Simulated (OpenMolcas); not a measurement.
# What dynamic correlation does to the levels of Ge⁺

```yaml
Program: OpenMolcas 26.06
Basis: ANO-RCC-VQZP [7s6p4d2f1g]
Scalar_Hamiltonian: DKH4, point nucleus
Active_space: 3 electrons in 9 orbitals (RAS2 4s 4p; RAS3 4d, at most 2 electrons)
State_averaging: 2S+1 = 4 odd, 1 root (0 in the spin-orbit step); 2S+1 = 2 odd, 3 roots; 2S+1 = 4 even, 3 roots; 2S+1 = 2 even, 5 roots
Spin-orbit_coupling: RASSI with atomic mean-field integrals over the reference wave functions, term energies averaged over their components
```

Methods on the same reference wave functions:
A. RASSCF
B. SS-RASPT2, IPEA 0.25 Eh, imaginary shift 0.1 Eh (closed shells correlated: 3d)

Energies in cm⁻¹ above 4s² 4p ²P°_1/2, the measured ground level; measured values from NIST Handbook of Basic Atomic Spectroscopic Data.

```csv
Level,A,B,Measured
4s² 4p ²P°_1/2,0.0,0.0,0.0
4s² 4p ²P°_3/2,1646,1646,1767
4s 4p² ⁴P_1/2,46690,50830,51576
4s 4p² ⁴P_3/2,47252,51390,52291
4s 4p² ⁴P_5/2,48171,52310,53367
4s 4p² ²D_3/2,65165,67440,65016
4s 4p² ²D_5/2,65263,67540,65185
```

Deviations, from unrounded energies. A percentage is the sum of absolute deviations over the sum of measured energies, with the sign that they share, or ± where signs differ.

```
                  Against measurement  Levels     A     B
       mean absolute deviation (cm-1)       6  2600  1300
fine structure of the ground term (%)       1  -6.8  -6.8
             other configurations (%)       5  ±5.3  ±2.6
```

B lies closest to measurement on these levels. The largest miss of B in the table is 4s 4p² ²D_3/2, by +2400 cm-1. The ranking rests on the paired levels alone, and a cruder setting can come out closer through cancelling errors.

The lowest spin-free term lies below A's lowest term by 0.447 hartree in B.

Term energies are means over components that CASPT2 splits; among the terms shown or strongly mixed into the levels shown the widest spread is 12 cm-1 (4s 4p² ²D, B). Some high roots are left out of the spin-orbit mixing, which shifts the levels that they would mix with. Active for correlation alone: 4d; no level in the range computed is led by a configuration that fills it, so any true level of that kind is missing. Some terms mix strongly with configurations of 4d, whose occupation reaches 0.21 (4s 4p² ²D). Without dynamic correlation excited terms often stand tens of per cent too high (terms of higher spin than the ground term too low), and those without a measured partner can miss by more than the paired ones (holds for A). Computed and measured levels are paired by configuration, term and J; levels that our copy of the source lacks, or whose pairing is in doubt (as where it misses far off the trend of its configuration), stay unpaired and out of the deviations. Levels of configurations outside the active space are missing.

° marks odd parity.
